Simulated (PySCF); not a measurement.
**Adding and removing an electron: LiHg**

r²SCAN; PySCF, scalar-relativistic core potentials, basis sets Li def2-TZVP, Hg def2-TZVP with ECP60. Neutral (UKS): doublet (σ ↑), Re = 2.960 Å, ωe = 156 cm⁻¹, De = 0.19 eV, HOMO -3.17 eV, LUMO -1.59 eV.

LiHg⁺ (UKS): singlet (closed shell), Re = 2.690 Å, ωe = 251 cm⁻¹, De = 0.50 eV to Li⁺ + Hg. The energies at the minima are -161.07061 hartree for LiHg and -160.88394 for LiHg⁺.

Work out the adiabatic ionisation energy, without and with harmonic zero-point energies (1 hartree = 27.2114 eV, 1 eV = 8065.5 cm⁻¹), and the change of the bond length.

At r²SCAN: 0.18667 hartree = 5.080 eV between the minima; the zero-point term (251.0 − 156.0)/2 cm⁻¹ = +0.006 eV makes it 5.085 eV. Re changes by -27.0 pm against the neutral. The electron leaves a σ orbital, and the shorter bond of the ion fits an antibonding orbital, or a change in how ionic the bond is.

Closed-shell solutions of metal pairs were not tested for spin polarisation, which can lower them a little. Weak bonds: LiHg. Basis-set superposition, not corrected here, can be much of De in a small basis, most of all at correlated wavefunction levels. Spin–orbit coupling is left out. For an ion De counts to the pair picked by the measured ionisation energies or electron affinities, which need not be the lowest pair at this level. States were picked by a PBE0 search and need not be the measured ground states.
